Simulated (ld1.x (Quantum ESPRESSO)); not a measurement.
# Which change was made? (Hg, TM)

```json
{
  "Element": "mercury",
  "Generator": "ld1.x (Quantum ESPRESSO) 7.5",
  "Type": "norm-conserving Troullier–Martins (Kleinman–Bylander form)",
  "Functional": "PBEsol",
  "Relativity": "scalar-relativistic",
  "Frozen core": "[Xe] 4f14",
  "Valence charge": "12",
  "Reference configuration": "5d10 6s2 6p0",
  "Partial waves": "6s (bound): rc 2.05 bohr; 6p (bound, empty): rc 2.45 bohr; 5d (bound): rc 2.00 bohr",
  "Local potential": "the d channel",
  "Core correction": "a·sin(br)/r model core inside 1.50 bohr"
}
```

Cutoffs, loose and tight: the cutoffs (Ry, on a coarse ladder) from which the occupation-weighted sum of valence levels, in a spherical-Bessel basis at the reference potential, stays within 10 and 1 mRy of its value at 400 Ry. They do not see the model core or the augmentation charge, which bear on the density cutoff. Test errors are all-electron minus pseudo excitation energies from the reference, over the configurations 5d10 6s1 6p0; 5d10 6s0 6p0; 5d9 6s0 6p0; 5d10 6s1.5 6p0; 5d10 6s0 6p1; 5d9 6s2 6p0; 5d8 6s0 6p0; variants that change the core or the reference have their own tests. The largest error is taken over the tests solved by every variant that gives reliable tests at all, those not shown here included: 5d10 6s0 6p0; 5d10 6s1 6p0; 5d10 6s1.5 6p0; 5d8 6s0 6p0; 5d9 6s0 6p0; 5d9 6s2 6p0.

The base gives: outcome: generated; cutoff, loose: 45 Ry; cutoff, tight: 70 Ry; bound ghosts: s, p; largest test error (meV): -247.

(1) After one change the result is: outcome: generated; cutoff, loose: 35 Ry; cutoff, tight: 55 Ry; bound ghosts: s; largest test error (meV): -381. Which change was it?
A. wave 5d (bound): rc 2.00 bohr becomes 5d (bound): rc 1.28 bohr
B. wave 5d (bound): rc 2.00 bohr becomes 5d (bound): rc 2.68 bohr
C. wave 5d (bound): rc 2.00 bohr becomes 5d (bound): rc 3.04 bohr

Answers

(1) B. The others give: wave 5d (bound): rc 2.00 bohr becomes 5d (bound): rc 3.04 bohr → outcome: generated; cutoff, loose: 30 Ry; cutoff, tight: 50 Ry; bound ghosts: s; largest test error (meV): -356 | wave 5d (bound): rc 2.00 bohr becomes 5d (bound): rc 1.28 bohr → outcome: generated; cutoff, loose: 70 Ry; cutoff, tight: 90 Ry; bound ghosts: s, p; largest test error (meV): -240.
